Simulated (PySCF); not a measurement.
# Spin states and ions at one geometry of [PbBr3]+

PySCF 2.14.0, RKS PBE0, Pb def2-SVP with ECP60, Br def2-SVP; non-relativistic Hamiltonian with scalar-relativistic core potentials where named; density fitting; no spin-orbit coupling; singlets restricted, open shells unrestricted. The geometry is relaxed for charge +1, singlet, vacuum:

```xyz
4

Pb    0.1781    0.0000    0.0000
Br   -1.0645    0.0000    2.1696
Br   -1.0645    0.0000   -2.1696
Br    2.6795    0.0000    0.0000
```

Energies count from the relaxed state; an electron taken off or put on is at rest in vacuum. Charges and spins are Mulliken's.

**Question.** Order these states by energy, lowest first.
A. charge +1, singlet, vacuum
B. charge +1, triplet, vacuum
C. charge 0, doublet, vacuum
D. charge +2, doublet, vacuum

**Answer.** C (-8.38 eV), A (0.00 eV), B (2.07 eV), D (15.78 eV).

**Question.** How do charge and spin on the first atom follow?

**Answer.** 
| state | spin squared | charge on Pb1 (e) | spin on Pb1 (e) | dipole about the centre of mass (D) |
| --- | --- | --- | --- | --- |
| charge +1, singlet, vacuum | 0.00 | 0.94 | 0.00 | 0.02 |
| charge +1, triplet, vacuum | 2.01 | 0.84 | 0.12 | 0.05 |
| charge +2, doublet, vacuum | 0.75 | 1.02 | -0.08 | 0.08 |
| charge 0, doublet, vacuum | 0.76 | 0.76 | 0.19 | 0.02 |

With an electron taken off (doublet) the charges change, summed by element, by Pb +0.08 e, Br +0.92 e. The vertical ionisation energy is 15.78 eV, against −ε(HOMO) = 13.88 eV of the relaxed state. The level lies 1.9 eV too high, as is usual for semilocal functionals and global hybrids, which keep a self-interaction error.

With an electron put on (doublet) the charges change, summed by element, by Pb -0.18 e, Br -0.82 e. The vertical electron affinity is 8.38 eV, against −ε(LUMO) = 10.26 eV of the relaxed state.

Open shells may have lower solutions than those found.
